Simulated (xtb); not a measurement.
hexamethyldisilane (C6H18Si2), singlet, at a GFN2-xTB geometry; GFN1-xTB run with xtb.

xtb was given this input:
```
$ xtb mol.xyz --gfn 1 --json

# file mol.xyz
26

C     -1.85250354    -0.75341260    -1.64491509
Si    -1.15751455    -0.19252911     0.04867828
C     -2.11542853     1.38464731     0.55933844
C     -1.59427803    -1.55639574     1.31949060
Si     1.15751455     0.19252911    -0.04867828
C      1.85250354     0.75341260     1.64491509
C      1.59427803     1.55639574    -1.31949060
C      2.11542853    -1.38464731    -0.55933844
H     -1.38122298    -1.67339640    -1.97770833
H     -1.67730056    -0.00252223    -2.40956825
H     -2.92336754    -0.93233716    -1.60300705
H     -3.18676964     1.20960247     0.60524631
H     -1.80050263     1.73611210     1.53735739
H     -1.94720648     2.19230528    -0.14678963
H     -2.66467346    -1.73677739     1.36677783
H     -1.11614133    -2.49769952     1.06540523
H     -1.26551507    -1.28301853     2.31769233
H      2.92336754     0.93233716     1.60300705
H      1.38122298     1.67339640     1.97770833
H      1.67730056     0.00252223     2.40956825
H      1.26551507     1.28301853    -2.31769233
H      1.11614133     2.49769952    -1.06540523
H      2.66467346     1.73677739    -1.36677783
H      1.80050263    -1.73611210    -1.53735739
H      1.94720648    -2.19230528     0.14678963
H      3.18676964    -1.20960247    -0.60524631
```

Predict the main parts of the log of this xtb run.


```
   ID    Z sym.   atoms
    1    6 C      1, 3, 4, 6-8
    2   14 Si     2, 5
    3    1 H      9-26

           -------------------------------------------------
          |                Calculation Setup                |
           -------------------------------------------------

           -------------------------------------------------
          |                 G F N 1 - x T B                 |
           -------------------------------------------------

          ...................................................
          :                      SETUP                      :
          :.................................................:
          :  # basis functions                  80          :
          :  # atomic orbitals                  78          :
          :  # shells                           54          :
          :  # electrons                        50          :
          :  # halogen bonds                     0          :
          :  max. iterations                   250          :
          :  Hamiltonian                  GFN1-xTB          :
          :  restarted?                      false          :
          :  GBSA solvation                  false          :
          :  PC potential                    false          :
          :  electronic temp.          300.0000000     K    :
          :  accuracy                    1.0000000          :
          :  -> integral cutoff          0.2500000E+02      :
          :  -> integral neglect         0.1000000E-07      :
          :  -> SCF convergence          0.1000000E-05 Eh   :
          :  -> wf. convergence          0.2000000E-04 e    :
          :  Broyden damping             0.4000000          :
          :  net charge                          0          :
          :  unpaired electrons                  0          :
          ...................................................

 iter      E             dE          RMSdq      gap      omega  full diag
   1    -26.4454075 -0.264454E+02  0.777E+00    4.79       0.0  T
   2    -26.4551335 -0.972601E-02  0.473E+00    4.72       1.0  T
   3    -26.4552531 -0.119616E-03  0.359E-01    4.79       1.0  T
   4    -26.4562873 -0.103416E-02  0.812E-02    4.74       1.0  T
   5    -26.4563996 -0.112322E-03  0.976E-03    4.76       2.0  T
   6    -26.4563996 -0.597591E-07  0.306E-03    4.75       6.4  T
   7    -26.4563997 -0.489272E-07  0.449E-05    4.75     437.1  T
[...]
         :: total energy             -26.089760637294 Eh    ::
[...]
     #   Z sym  total        # sym  WBO       # sym  WBO       # sym  WBO
 ---------------------------------------------------------------------------
     1   6 C    3.947 --     2 Si   1.020    10 H    0.945     9 H    0.945
                            11 H    0.942
     2  14 Si   4.505 --     3 C    1.020     4 C    1.020     1 C    1.020
                             5 Si   0.912
     3   6 C    3.947 --     2 Si   1.020    13 H    0.945    14 H    0.945
                            12 H    0.942
     4   6 C    3.947 --     2 Si   1.020    17 H    0.945    16 H    0.945
                            15 H    0.942
     5  14 Si   4.505 --     8 C    1.020     7 C    1.020     6 C    1.020
                             2 Si   0.912
     6   6 C    3.947 --     5 Si   1.020    20 H    0.945    19 H    0.945
                            18 H    0.942
     7   6 C    3.947 --     5 Si   1.020    21 H    0.945    22 H    0.945
                            23 H    0.942
     8   6 C    3.947 --     5 Si   1.020    24 H    0.945    25 H    0.945
                            26 H    0.942
     9   1 H    0.999 --     1 C    0.945
    10   1 H    0.999 --     1 C    0.945
    11   1 H    0.998 --     1 C    0.942
    12   1 H    0.998 --     3 C    0.942
    13   1 H    0.999 --     3 C    0.945
    14   1 H    0.999 --     3 C    0.945
    15   1 H    0.998 --     4 C    0.942
    16   1 H    0.999 --     4 C    0.945
    17   1 H    0.999 --     4 C    0.945
    18   1 H    0.998 --     6 C    0.942
    19   1 H    0.999 --     6 C    0.945
    20   1 H    0.999 --     6 C    0.945
    21   1 H    0.999 --     7 C    0.945
    22   1 H    0.999 --     7 C    0.945
    23   1 H    0.998 --     7 C    0.942
    24   1 H    0.999 --     8 C    0.945
    25   1 H    0.999 --     8 C    0.945
    26   1 H    0.998 --     8 C    0.942
 ---------------------------------------------------------------------------

Topologies differ in total number of bonds
Writing topology from bond orders to xtbtopo.mol

 dipole moment from electron density (au)
     X       Y       Z
  -0.0000   0.0000  -0.0000  total (Debye):    0.000

           -------------------------------------------------
          | TOTAL ENERGY              -26.089760637294 Eh   |
          | GRADIENT NORM               0.035116397860 Eh/α |
          | HOMO-LUMO GAP               4.754832562795 eV   |
           -------------------------------------------------

normal termination of xtb
```
